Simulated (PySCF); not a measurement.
# Assigning NMR signals

Mapped SMILES: `[CH3:1][CH2:2][CH2:3][C:4](=[O:5])[c:6]1[cH:7][cH:8][cH:9][cH:10][cH:11]1`. Hydrogens are named by the atom that carries them.

[PySCF: GFN2-xTB geometry; shieldings: GIAO PBE0/pcSseg-1; in vacuum; one conformer; fast rotation and ring inversion assumed for equivalent nuclei; non-relativistic Hamiltonian]

Scale: TMS for 13C, 1H (reference shieldings calculated alike).

(1) Assign these signals to the numbered atoms. 13C{1H} NMR (computed): δ 203.1 (C), 140.4 (C), 138.9 (CH), 134.7 (CH), 133.8 (CH), 45.0 (CH2), 21.4 (CH2), 15.9 (CH3).

(2) Assign these signals to the numbered atoms. 1H NMR (400 MHz, computed): δ 8.49 (d, 2H), 7.82 (m, 1H), 7.77 (m, 2H), 2.90 (t, 2H), 1.89 (m, 2H), 1.13 (t, 3H).

Results:

(1) 
```tsv
δ (ppm)	atoms	environment	reason
203.1	C4	ketone carbonyl carbon	the double bond to the heteroatom, with no lone-pair donor beside it, deshields it most
140.4	C6	substituted aromatic carbon	–
138.9	C9	aromatic CH	the aromatic region
134.7	C7/C11	aromatic CH	–
133.8	C8/C10	aromatic CH	–
45.0	C3	sp3 CH2 α to a carbonyl	α to the electron-withdrawing carbonyl group
21.4	C2	sp3 CH2	a saturated carbon with 2 carbon neighbours and no heteroatom attached
15.9	C1	methyl carbon	a saturated carbon with 1 carbon neighbour and no heteroatom attached
```

C6 and C9; C7/C11 and C8/C10 lie closer than the usual error of such a calculation, so a measured spectrum could show them in the other order.

(2) 
8.49 → H(C7)/H(C11), hydrogen on an aromatic CH: ring current plus the deshielding of an ortho carbonyl group
7.82 → H(C9), hydrogen on an aromatic CH
7.77 → H(C8)/H(C10), hydrogen on an aromatic CH
2.90 → H(C3), hydrogen on an sp3 CH2 α to a carbonyl: α to C=O
1.89 → H(C2), hydrogen on an sp3 CH2
1.13 → H(C1), hydrogen on a methyl carbon: far from electronegative atoms and π systems

H(C9) and H(C8)/H(C10) lie closer than the usual error of such a calculation, so a measured spectrum could show them in the other order.

Shifts are as computed. Against solution values, carbons near 30 ppm lie about +3 ppm off and those near 130 ppm about +5 ppm. Of 1211 compounds with measured shifts, 218 miss one by over three times the rms of a fit or turn the order of signals round; such compounds aren't used in these exercises. No couplings were computed; multiplicities are counted from neighbouring protons, with m where these are inequivalent, close in shift, in a saturated or five-membered ring or joined by F or P, and br s for small geminal =CH2 splittings.
